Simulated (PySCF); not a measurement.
SMILES O([SiH2][SiH2][Si](C)(C)C)C (GFN2-xTB optimised geometry):

```
24

C      1.280    -2.932    -0.436
O      0.450    -1.887    -0.827
Si    -0.237    -1.664    -2.291
Si    -1.335     0.300    -1.831
Si    -0.523     1.514     0.000
C      1.391     1.514     0.000
C     -1.100     3.340     0.000
C     -1.097     0.720     1.644
H      2.183    -2.962    -1.051
H      0.767    -3.893    -0.531
H      1.560    -2.778     0.607
H     -1.014    -2.866    -2.649
H      0.818    -1.644    -3.321
H     -1.318     1.105    -3.068
H     -2.778     0.029    -1.675
H      1.769     0.496     0.010
H      1.801     2.025     0.867
H      1.787     2.001    -0.886
H     -0.776     3.850    -0.902
H     -0.706     3.893     0.849
H     -2.183     3.407     0.039
H     -0.697     1.239     2.512
H     -2.180     0.725     1.730
H     -0.770    -0.314     1.701
```

Computed with PySCF with CAM-B3LYP/def2-SVP.

### Question
What are the frontier orbital energies and the dipole moment?

### Answer
HOMO-2 -9.37 eV, HOMO-1 -9.34 eV, HOMO -8.86 eV, LUMO 0.88 eV, LUMO+1 1.48 eV; dipole moment 1.20 D.

Meta-Löwdin charges at CAM-B3LYP/def2-SVP: C1 -0.06, O2 -0.62, Si3 0.66, Si4 0.10, Si5 0.71, C6 -0.54, C7 -0.53, C8 -0.53, H9 0.09, H10 0.09, H11 0.11, H12 -0.13, H13 -0.13, H14 -0.09, H15 -0.08, H16 0.11, H17 0.10, H18 0.10, H19 0.11, H20 0.11, H21 0.11, H22 0.11, H23 0.10, H24 0.11.
